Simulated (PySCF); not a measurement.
H₆OSi₂, SMILES `[SiH2]([SiH3])O` (H–O–Si–Si torsion 58°), neutral singlet in the gas phase. 

Cartesian coordinates (Å):
```xyz
9

O     -1.8345     0.9414    -0.3489
Si    -0.9392    -0.4220     0.0258
Si     1.3801    -0.0263    -0.0715
H     -1.6712     1.7208     0.2038
H     -1.3492    -1.4411    -0.9854
H     -1.2779    -0.9439     1.3936
H      1.8083     0.3801    -1.4469
H      1.7520     1.0743     0.8766
H      2.1352    -1.2583     0.3241
```
Charge 0, multiplicity 1.

All levels are single points at this geometry (PBE-D3(BJ)/def2-TZVP); Pople sets use spherical d functions. Orbital energies aren't observables, and empty levels follow the basis.

PBE-D3(BJ)/def2-TZVP in PySCF gives gap (eV) = 5.27.

**Question.** Estimate the gap (eV) from each of these levels: BP86/6-31G* in PySCF; PBE/6-31G* in PySCF; SVWN5/6-31G* in PySCF; HF/6-31G* in PySCF; HF/STO-3G in PySCF.

**Answer.** 
```json
[
 {"level": "BP86/6-31G* in PySCF", "gap (eV)": "5.52"},
 {"level": "PBE/6-31G* in PySCF", "gap (eV)": "5.42"},
 {"level": "SVWN5/6-31G* in PySCF", "gap (eV)": "5.30"},
 {"level": "HF/6-31G* in PySCF", "gap (eV)": "13.72"},
 {"level": "HF/STO-3G in PySCF", "gap (eV)": "18.59"}
]
```
